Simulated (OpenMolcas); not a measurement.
OpenMolcas run: Ba+

Input:

```
&GATEWAY
Coord
1

Ba 0.0 0.0 0.0
Basis=ANO-R2
Group=XYZ
NoMove
AngMom=0.0 0.0 0.0
AMFI
&SEWARD
* reference wave functions (RASSCF and RASSI steps not shown): 1 electron in 9 orbitals (5d 6s 6p)
>>> COPY JOB001 $Project.JobIph
&CASPT2
Multistate=6 1 2 3 4 5 6
Frozen=14 9
IPEA=0.1
Imaginary=0.05
MaxIter=60
WThr=0.0 0.3 0.05
PrWF=0.5
NoMix
>>> COPY JOB002 $Project.JobIph
&CASPT2
Multistate=3 1 2 3
Frozen=14 9
IPEA=0.1
Imaginary=0.05
MaxIter=60
WThr=0.0 0.3 0.05
PrWF=0.5
NoMix
```

Launched by
```bash
OMP_NUM_THREADS=1 MOLCAS_MEM=2252 MOLCAS_PROJECT=a pymolcas a.inp > a.log  # once for each step of the input, in one work folder
```

Output, cut to the results:

```
--- CASPT2 ---
Orbital specifications:
      -----------------------

      Symmetry species                           1   2
                                                ag  au
      Frozen orbitals                           14   9
      Inactive orbitals                          1   3
      Active orbitals                            6   3
      Secondary orbitals                        16  17
      Deleted orbitals                           0   0
      Number of basis functions                 37  32
Type of calculation                        MS-CASPT2
      Fock operator                              state-specific
      IPEA shift                                 0.10
      Real shift                                 0.00
      Imaginary shift                            0.05
      The input orbitals will be transformed to quasi-canonical
Reference energy:       -8131.4991429815
      E2 (Non-variational):      -0.1900909936
      Shift correction:          -0.0000691438
      E2 (Variational):          -0.1901601374
      Total energy:           -8131.6893031189
      Residual norm:              0.0000007422
      Reference weight:           0.93785
      Contributions to the CASPT2 correlation energy
      Active & Virtual Only:         -0.0000000001
      One Inactive Excited:          -0.0242503216
      Two Inactive Excited:          -0.1658406719
Reference energy:       -8131.3790121351
      E2 (Non-variational):      -0.1982339988
      Shift correction:          -0.0000722000
      E2 (Variational):          -0.1983061988
      Total energy:           -8131.5773183339
      Residual norm:              0.0000002441
      Reference weight:           0.93517
      Contributions to the CASPT2 correlation energy
      Active & Virtual Only:         -0.0000000000
      One Inactive Excited:          -0.0465135009
      Two Inactive Excited:          -0.1517204979
::    CASPT2 Root  1     Total energy:  -8131.68930312
::    CASPT2 Root  2     Total energy:  -8131.57731833
::    CASPT2 Root  3     Total energy:  -8131.57731332
::    CASPT2 Root  4     Total energy:  -8131.57731481
::    CASPT2 Root  5     Total energy:  -8131.57731788
::    CASPT2 Root  6     Total energy:  -8131.57731034
::    MS-CASPT2 Root  1     Total energy:  -8131.68930314
::    MS-CASPT2 Root  2     Total energy:  -8131.57732652
::    MS-CASPT2 Root  3     Total energy:  -8131.57731895
::    MS-CASPT2 Root  4     Total energy:  -8131.57731452
::    MS-CASPT2 Root  5     Total energy:  -8131.57730887
::    MS-CASPT2 Root  6     Total energy:  -8131.57730579
--- CASPT2 ---
Orbital specifications:
      -----------------------

      Symmetry species                           1   2
                                                ag  au
      Frozen orbitals                           14   9
      Inactive orbitals                          1   3
      Active orbitals                            6   3
      Secondary orbitals                        16  17
      Deleted orbitals                           0   0
      Number of basis functions                 37  32
Type of calculation                        MS-CASPT2
      Fock operator                              state-specific
      IPEA shift                                 0.10
      Real shift                                 0.00
      Imaginary shift                            0.05
      The input orbitals will be transformed to quasi-canonical
Reference energy:       -8131.4011630481
      E2 (Non-variational):      -0.1774052370
      Shift correction:          -0.0000557458
      E2 (Variational):          -0.1774609828
      Total energy:           -8131.5786240309
      Residual norm:              0.0000000622
      Reference weight:           0.94511
      Contributions to the CASPT2 correlation energy
      Active & Virtual Only:          0.0000000000
      One Inactive Excited:          -0.0114413596
      Two Inactive Excited:          -0.1659638774
Reference energy:       -8131.4011630481
      E2 (Non-variational):      -0.1774052370
      Shift correction:          -0.0000557458
      E2 (Variational):          -0.1774609828
      Total energy:           -8131.5786240309
      Residual norm:              0.0000000622
      Reference weight:           0.94511
      Contributions to the CASPT2 correlation energy
      Active & Virtual Only:          0.0000000000
      One Inactive Excited:          -0.0114413596
      Two Inactive Excited:          -0.1659638774
::    CASPT2 Root  1     Total energy:  -8131.57862403
::    CASPT2 Root  2     Total energy:  -8131.57862403
::    CASPT2 Root  3     Total energy:  -8131.57862403
::    MS-CASPT2 Root  1     Total energy:  -8131.57862403
::    MS-CASPT2 Root  2     Total energy:  -8131.57862403
::    MS-CASPT2 Root  3     Total energy:  -8131.57862403
```

Levels above the lowest, from the spin-orbit matrix with the single-state CASPT2 energies, averaged by term, on its diagonal:

```tsv
Configuration	Term	J	E (cm⁻¹)	Measured (cm⁻¹)	Term weight %
6s	²S	1/2	0.0	0.0	100
6p	²P°	1/2	23343	20262	100
5d	²D	3/2	23539	4874	100
6p	²P°	3/2	24765	21952	100
5d	²D	5/2	25272	5675	100
```

Against the 4 measured excited levels shown (NIST Handbook of Basic Atomic Spectroscopic Data) the mean absolute deviation is 11000 cm-1; the largest miss in energy is 5d ²D_5/2: computed 25272, measured 5675 cm⁻¹ (+345.3 %).

ANO sets are built for ground and valence states and can reach diffuse excited orbitals poorly. With one active electron, CASPT2 adds the correlation within the correlated inactive shells and between them and that electron, and leaves the splitting within a term as the reference gives it. The ANO-R sets hold no well-fitted valence p shell for this element, so s → p excitations can come out far too high. Measured partners are found by configuration, term and J. A level has none where our copy of the source lacks it or the pairing is in doubt (some pairs that miss far off the trend of their configuration count as doubtful), and it then counts in no deviation. Only configurations of the active space appear.

The CASPT2 steps took 2.5 s on 1 thread of Arm Neoverse V2, with other jobs on the host; the integral step is not counted.

The term weight is that of the spin-free term in the level, not the purity of its configuration. ° marks odd parity.
